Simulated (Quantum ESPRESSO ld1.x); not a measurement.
All-electron atom: the praseodymium ion Pr3+ in [Xe] 4f2. Method: Dirac Kohn-Sham, LDA (Slater exchange, VWN5 correlation), spin-unpolarised, spherical densities, point nucleus; open shells fill j = l - 1/2 first; computed with ld1.x of Quantum ESPRESSO 7.5.

X-ray form factor f0, the Fourier transform of the density (f0(0) = 56):

sin(theta)/lambda (1/angstrom)  f0 (electrons)
0.05                                    55.315
0.1                                     53.402
0.15                                    50.620
0.2                                     47.411
0.25                                    44.156
0.3                                     41.100
0.4                                     35.912
0.5                                     31.788
0.6                                     28.353
0.8                                     22.932
1                                       19.224
1.25                                    16.245
1.5                                     14.028
2                                       10.172
